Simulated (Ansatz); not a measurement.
Total energies of B(PH3)Cl3 (BPH3Cl3) from Ansatz at PBE0-D4/def2-TZVP, gas phase (1 Eh = 27.2114 eV = 2625.5 kJ/mol). The reference geometry is relaxed at B3LYP-D4/def2-SVP.

| state | geometry | energy (Eh) |
| --- | --- | --- |
| charge 0 singlet | reference | -1748.17271 |
| charge 1 doublet | reference | -1747.79872 |
| charge 1 doublet | relaxed at B3LYP-D4/def2-SVP | -1747.80337 |
| free B atom (doublet) | – | -24.61828 |
| free P atom (quartet) | – | -341.13505 |
| free H atom (doublet) | – | -0.50104 |
| free Cl atom (doublet) | – | -459.99739 |

**Question.** Work out the vertical ionisation energy to the doublet.

**Answer.** E(charge 1 doublet) − E(charge 0 singlet) = -1747.79872 − (-1748.17271) = 0.37399 Eh = 10.18 eV. For comparison, −ε of the highest occupied level is 8.20 eV at this level, 1.98 eV less.

**Question.** How much does the charge 1 doublet relax, and what is the adiabatic ionisation energy?

**Answer.** Relaxation: -1747.79872 − (-1747.80337) = 0.00465 Eh = 0.13 eV. Adiabatic ionisation energy: 0.36934 Eh = 10.05 eV, without zero-point energy. 

**Question.** What is the binding energy per atom against free atoms?

**Answer.** Atoms: 1 × (-24.61828) + 1 × (-341.13505) + 3 × (-0.50104) + 3 × (-459.99739) = -1747.24862 Eh. Binding: -1747.24862 − (-1748.17271) = 0.92409 Eh = 25.15 eV, or 3.14 eV for each of 8 atoms (no zero-point energy, no counterpoise term).
